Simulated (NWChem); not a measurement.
System: SiH2I, doublet; SMILES [SiH2]I

Here is an NWChem input.

```
start job
memory heap 200 mb stack 900 mb global 1100 mb
geometry units angstroms noautoz
  Si     0.084847     1.849800     0.000000
  I      0.010771    -0.591124     0.000000
  H     -0.598506     2.359100     1.229683
  H     -0.598506     2.359100    -1.229683
end
basis spherical
  * library def2-svp
end
ecp
  I library def2-ecp
end
dft
  odft
  mult 2
  xc optx lyp
  iterations 150
  mulliken
end
task dft energy
```

In the optimisation the excess spin sits in a' (Cs, its own frame). Coordinates come from a PBE0/def2-SVP, spin-unrestricted optimisation. No frequency run checked for a minimum. No stability test was run on the SCF state. def2 effective core potentials on I; no spin-orbit coupling.

Problem. What results follow from this input? (OLYP/def2-SVP with def2 effective core potentials on I, spin-unrestricted.) Quantities: energy (Ha); highest occupied level (eV); lowest empty minus highest occupied level, either spin (eV); dipole (D); <S²>.

Solution. The energy (Ha) is -588.57 and the highest occupied level (eV) is -5.12. The lowest empty minus highest occupied level, either spin (eV) comes out as 1.56 and the dipole (D) is 0.79. The <S²> is 0.752.
